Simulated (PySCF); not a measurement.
**Identify the compound**

The spectra below were simulated for a compound C2H3BO2.

1H NMR (300 MHz, computed): δ 3.89 (br s, 2H), 2.57 (s, 1H).

13C{1H} NMR (computed): δ 100.1, 85.2.

Level of theory: shielding tensors at HF/pcSseg-2 (GIAO), PBE0-D3(BJ)/def2-SVP geometry, B3LYP/pcJ-1 coupling constants, in PySCF 2.14.0 with density-fitted response routines (one conformer, isolated molecule, non-relativistic Hamiltonian, one averaged value for each set of equivalent atoms).

Scale: TMS for 1H (σref 31.68), 13C (σref 191.47) (reference shieldings calculated alike).

Task: What is the structure?

Result: 
- 2 carbon signals for 2 carbons: no two carbons are equivalent.
- Carbon types of the structure: 1 × C, 1 × CH, leaving 2 H on heteroatoms.
- δC 100.1: terminal alkyne carbon; the triple bond shields along its axis, which puts it between sp3 and sp2 carbons.
- δC 85.2: alkyne carbon; sp carbons lie upfield of alkene carbons because the cylindrical π system leaves one tensor component strongly shielded.
- δH 3.89: hydrogen on an oxygen bonded to B; exchangeable; this is the value without hydrogen bonding to other molecules.
- δH 2.57: hydrogen on a terminal alkyne carbon; it lies on the axis of the triple bond, in its shielding cone.

Structure: `C#CB(O)O`.

This is the structure that produced the data.

OH and NH positions are those of a molecule without intermolecular hydrogen bonds; in solution they move with solvent, concentration and temperature, and exchange usually removes their couplings. A carbon bonded to boron is broadened by the quadrupolar boron nucleus and is often missing from a measured spectrum. Shifts are as computed, not scaled to solution data. Of 1211 compounds with measured shifts, 218 miss one by over three times the rms of a fit or turn the order of signals round; such compounds aren't used in these exercises.
